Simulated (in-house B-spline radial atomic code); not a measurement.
Rb. Computed with a B-spline radial atomic code. Model: non-relativistic spherical atom: semilocal Troullier-Martins pseudo-atom, one channel per l, against all electrons, high spin, G0W0 and RPA with empty states to l = 8, local potential for every l without a channel, a model core (radius 0 = none) keeps its share of the functional.

The core holds an angular momentum without a channel of its own, so the local potential lets valence electrons into it.

Without relativity these are model numbers for so heavy an element.

What the tables leave out is listed at the end.

The pseudopotential gives back the lowest level of each angular momentum of its own functional in the configuration it was made in; a second state of the same l is only approximately right. Exact exchange, RPA and GW see the smooth pseudo-orbitals and miss the exchange with the core, for which the functional's share stands in. The column with an uncorrelated core keeps all orbitals and exact exchange, and so separates missing core correlation from pseudisation. Only the three outermost levels and the lowest empty one were computed. RPA here is direct RPA, with no exchange kernel, and its energies carry an (l + 1/2)⁻⁴ tail. A hybrid on a potential with a model core restores only its own semilocal share of the core's exchange.

Command:
```bash
python run_psgw.py task.json out
```
Settings (lengths in bohr, energies in hartree):
```
Z                      37
electrons              37
configuration          [Kr] 5s1
generated_in           [Kr] 5s1
functional             lda,vwn
core_shells            7
radius_factor          0.8
core_correction        True
ion_configuration      [Ar] 3d10 4s2 4p6
```

Run time, properties included: 62 s on 1 thread of Arm Neoverse N1, with other jobs on the host.

Given: made with LDA VWN5; model core radius 1.041 bohr; local radius 1.476 bohr; mean-field start LDA VWN5.

Valence shells of the generating configuration: 4p, 5s.

Channel: s 3.4, p 1.137 (radii in bohr).

Computed: largest level miss in the spin-unpolarised generating configuration 0 eV; all-electron RPA polarisability, core included 173.59 bohr³; pseudo-atom RPA polarisability 173.57 bohr³; ionisation by mean-field all-electron 4.3297 eV; ionisation by mean-field pseudo minus all 0.002 eV; ionisation by RPA all-electron 4.5362 eV; ionisation by RPA pseudo minus all 0.266 eV.

| level | occupied | mean-field all-electron (eV) | mean-field pseudo minus all (eV) | G0W0 all-electron (eV) | G0W0 uncorrelated core minus all (eV) | G0W0 pseudo minus all (eV) | exchange self-energy all-electron (eV) | exchange self-energy pseudo (eV) |
| --- | --- | --- | --- | --- | --- | --- | --- | --- |
| 5s up | 1 | -2.5068 | -0.001 | -4.2888 | 0.018 | -0.153 | -5.7493 | -5.6215 |
| 5s down (empty) | 0 | -1.9829 | 0.001 | -0.69883 | 0.018 | -0.239 | -0.89965 | -0.79589 |

(1) What is the valence RPA correlation energy pseudo?

(2) What is the valence RPA correlation energy all-electron orbitals?

Given: mean-field start PBE0.

Computed: valence RPA correlation energy all-electron orbitals -0.26893 hartree; valence RPA correlation energy pseudo -0.41883 hartree; all-electron RPA polarisability, core included 156.33 bohr³; pseudo-atom RPA polarisability 139.17 bohr³; ionisation by mean-field all-electron 4.1387 eV; ionisation by mean-field pseudo minus all 0.149 eV.

```tsv
level	occupied	mean-field all-electron (eV)	mean-field pseudo minus all (eV)	G0W0 all-electron (eV)	G0W0 uncorrelated core minus all (eV)	G0W0 pseudo minus all (eV)	exchange self-energy all-electron (eV)	exchange self-energy pseudo (eV)
5s up	1	-2.8266	-0.089	-4.3496	0.02	-0.22	-5.4365	-5.6886
5s down (empty)	0	-1.0449	-0.074	-0.40181	0.022	-0.114	-0.85353	-0.91824
```

(3) What is the ionisation by RPA all-electron?

(4) What is the ionisation by RPA pseudo minus all?

Results:

(1) -0.45624 hartree.

(2) -0.29357 hartree.

(3) 4.4213 eV.

(4) 0.269 eV.

Among the listed levels the largest G0W0 shift of the pseudo-atom is -0.24 eV, for 5s down (empty) on the LDA VWN5 start, while leaving the core uncorrelated moves that level by +0.02 eV. So pseudisation and the lost core exchange, not the missing core correlation, make the error. Not in the tables (levels of low weight, unsolved or above zero; the highest and the empty levels are kept at any weight): on LDA the G0W0 levels 4p down (pseudo minus all +0.88 eV, weights 0.09 and 0.13), 4p up (pseudo minus all +0.92 eV, weights 0.07 and 0.12); on PBE0 the G0W0 levels 4p down (pseudo minus all +1.60 eV, weights 0.43 and 0.04), 4p up (pseudo minus all +1.60 eV, weights 0.44 and 0.04); no Hartree-Fock pseudo-atom is run with a model core.
